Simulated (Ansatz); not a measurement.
Species: C₃H₄N (charge 0, doublet). It need not be the lowest isomer of its formula. 
Structure (B3LYP-D3(BJ)/def2-TZVP (Ansatz, a program for electronic structure) minimum search):
SMILES: [C-]#[N+][CH]C
```xyz
8

C     -1.5792     0.1486    -0.0893
C     -0.2734    -0.4526    -0.4641
N      0.8589    -0.0212     0.1045
C      1.8402     0.3806     0.6239
H     -1.5948     1.2231    -0.3001
H     -1.7743     0.0335     0.9821
H     -2.3891    -0.3243    -0.6418
H     -0.1800    -1.2434    -1.1948
```
Charge 0, spin multiplicity 2.

Dipole moments at this geometry, in debye (magnitudes).

```json
[
 {"level": "revPBE/def2-TZVPD", "program": "Ansatz", "dipole (D)": "3.94"},
 {"level": "r2SCANh/def2-TZVPD", "program": "Ansatz", "dipole (D)": "3.93"},
 {"level": "r2SCAN0/def2-TZVPD", "program": "Ansatz", "dipole (D)": "3.86"},
 {"level": "CAM-B3LYP/def2-TZVPD", "program": "Ansatz", "dipole (D)": "3.77"},
 {"level": "LC-wPBE/def2-TZVPD", "program": "Ansatz", "dipole (D)": "3.76"},
 {"level": "CCSD(T)/aug-cc-pVDZ", "program": "Ansatz", "dipole (D)": "3.78"}
]
```
